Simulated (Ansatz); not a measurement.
`[SiH3]O[SiH2]Br` + HBr → `Br[SiH2]Br` + `O[SiH3]`  (ligand exchange at the Si–O bond)

Calculated with Ansatz (gas phase, PBE0-D4/def2-TZVP geometries, no zero-point term in ΔE). CBS: MP2 limit from def2 TZ/QZ plus the TZ coupled-cluster correction, frozen cores. DFT in def2-TZVPP. B3LYP here is the variant with VWN-RPA as its local correlation; programs differ in this. For Br outer-core shells are correlated without core-valence functions, which leaves a few kJ/mol of doubt a bond. Scalar relativity is left out up to krypton. Each species was taken in one conformer, which may not be the lowest.

CCSD(T)/CBS gives +26.8 kJ/mol.

Problem. Another level gave +27.7 kJ/mol. Which?
A. LC-ωPBE/def2-TZVPP
B. revPBE/def2-TZVPP
C. B3LYP/def2-TZVPP
D. PBE0-D4/def2-TZVPP

Solution. C. B3LYP 27.7, PBE0-D4 19.4, LC-ωPBE 23.6, revPBE 10.7 kJ/mol.

Problem. What do rigid-rotor, harmonic-oscillator terms from PBE0-D4/def2-TZVP frequencies (298.15 K, 1 bar) make of the CCSD(T)/CBS value? (Best estimate.)

Solution. The calculation gave: ΔZPE = +8.4 kJ/mol, ΔH = +32.6 kJ/mol, ΔS = -7 J/(mol·K), ΔG = +34.6 kJ/mol. Modes under 50 cm⁻¹ make the entropy rough.

Largest T1 diagnostic among the species: 0.011.

From BLYP to BHLYP (50 % exact exchange), in def2-TZVPP and without D4, ΔE moves by +8.0 kJ/mol. The D4 term adds +4.1 kJ/mol with B3LYP and +2.6 kJ/mol with PBE0; it sums over pairs of atoms, weighted by their polarisabilities, and B3LYP, whose exchange is more repulsive, gets the larger term. Leaving LDA and LC-ωPBE aside and taking each functional with its dispersion term where it has one, the values, not all of them listed here, spread over 20.5 kJ/mol, from PBE-D4 to CAM-B3LYP-D4. LDA lies +7.6 kJ/mol from PBE without D4.
